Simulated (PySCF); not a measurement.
**Löwdin shares of the frontier orbitals**

Species: C5H8Si.
Geometry (GFN2-xTB, Å), atoms numbered from 1 in this order:
```xyz
14
C5H8Si angstrom
Si    -2.349    0.492   -0.152
C     -0.788    0.312    0.927
C      0.281   -0.475    0.228
C      1.412    0.042   -0.185
C      2.717   -0.020   -0.824
C      2.342    1.151   -0.339
H     -2.863   -0.834   -0.503
H     -2.009    1.224   -1.373
H     -3.376    1.223    0.596
H     -0.401    1.298    1.188
H     -1.050   -0.186    1.864
H      0.069   -1.521    0.052
H      3.451   -0.606   -1.323
H      2.564    2.178   -0.176
```

The calculation used PySCF 2.14.0, density-fitted response routines, TDDFT CAM-B3LYP/def2-SVPD, vertical, gas phase, core orbitals frozen in the response.

Kohn–Sham orbitals with the atoms that hold most of them (Löwdin shares over 4%, at most four atoms; ? is withheld):

```csv
orbital,ε (eV),atoms
HOMO-3,-10.69,"Si1 36%, H8 32%, C2 11%, H7 8%"
HOMO-2,-10.55,"C2 27%, Si1 25%, H7 17%, H10 8%"
HOMO-1,-9.85,?
HOMO,-6.98,"C3 32%, C4 24%, C6 11%, C5 11%"
LUMO,0.55,?
LUMO+1,1.34,"Si1 27%, C6 16%, C5 8%, C2 7%"
LUMO+2,1.72,"C5 27%, Si1 22%, H13 16%, C6 9%"
```

Question: Give the leading atoms of the HOMO-1.

Answer: C4 (bonded to 3 C) 23%; C5 (bonded to 2 C and H) 16%; C6 (bonded to 2 C and H) 15%; C3 (bonded to 2 C and H) 13%.

Question: Give the leading atoms of the LUMO.

Answer: C5 (bonded to 2 C and H) 38%; C6 (bonded to 2 C and H) 37%; C4 (bonded to 3 C) 8%; H14 (bonded to C) 8%. By element: carbon 83% or more, hydrogen 8% or more.

Question: The HOMO–LUMO gap is 7.53 eV. Where does the response calculation put the lowest singlet, and from which orbitals?

Answer: S1 is at 4.30 eV (f = 0.013), 3.23 eV below the gap, made of HOMO→LUMO (98%). Without the coupling terms of the response equations the lowest excitation would equal the gap.

Question: One configuration dominates each of S1, S2 and S4. Which, and how do the shares of the two leading atoms of either orbital change from the occupied to the empty one?

Answer: 
- S1 (4.30 eV, f 0.013), HOMO→LUMO (98%): C3 32% → at most 8%, C4 24% → 8%, C5 11% → 38%, C6 11% → 37%
- S2 (5.55 eV, f 0.0030), HOMO→LUMO+1 (84%): C3 32% → at most 8%, C4 24% → at most 8%, Si1 at most 11% → 27%, C6 11% → 16%
- S4 (6.21 eV, f 0.0017), HOMO-1→LUMO (80%): C4 23% → 8%, C5 16% → 38%, C6 15% → 37%

One conformer stands for the species.
